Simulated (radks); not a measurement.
Values are calculated unless marked as measured or tabulated.
The tantalum ion Ta3+, configuration [Kr] 4d10 4f14 5s2 5p5 5d2 6d1 (not the ground configuration). Level of theory: Dirac Kohn-Sham, PBE, spin-unpolarised, spherical densities, point nucleus; open shells fill j = l - 1/2 first (a radial shooting solver on a logarithmic mesh with Libxc functionals).

Radial electron density D(r) = 4 pi r^2 rho(r):

```
   r/bohr * D(r) (the largest magnitude, 133, reaches the edge; | marks zero)
 0.001282 |   *
 0.001505 |     *
 0.001766 |      *
 0.002056 |        *
 0.002412 |          *
 0.002808 |             *
 0.003295 |                *
 0.003867 |                   *
 0.004502 |                      *
 0.005283 |                          *
 0.006151 |                              *
 0.007218 |                                  *
  0.00847 |                                      *
 0.009861 |                                        *
  0.01157 |                                         *
  0.01347 |                                          *
  0.01581 |                                         *
  0.01855 |                                       *
   0.0216 |                                     *
  0.02534 |                                     *
   0.0295 |                                      *
  0.03462 |                                         *
  0.04063 |                                               *
   0.0473 |                                                   *
  0.05551 |                                                      *
  0.06462 |                                                     *
  0.07583 |                                                 *
  0.08899 |                                            *
   0.1036 |                                          *
   0.1216 |                                            *
   0.1427 |                                                *
   0.1661 |                                                 *
   0.1949 |                                            *
   0.2269 |                                   *
   0.2663 |                          *
   0.3125 |                         *
   0.3638 |                           *
   0.4269 |                             *
    0.497 |                           *
   0.5832 |                     *
   0.6844 |              *
   0.7968 |         *
    0.935 |       *
    1.089 |     *
    1.277 |   *
    1.499 |  *
    1.745 | *
    2.048 |*
    2.384 *
    2.798 *
    3.283 *
    3.822 *
    4.485 *
    5.222 *
    6.128 *
    7.191 *
    8.371 *
    9.824 *
```

D(r) has 5 maxima, at r = 0.0127, 0.0573, 0.160, 0.427, 3.79 bohr, and minima at 0.0249, 0.104, 0.303, 3.39 bohr, inside which lie 2.03, 11.11, 29.91, 69.19 electrons.
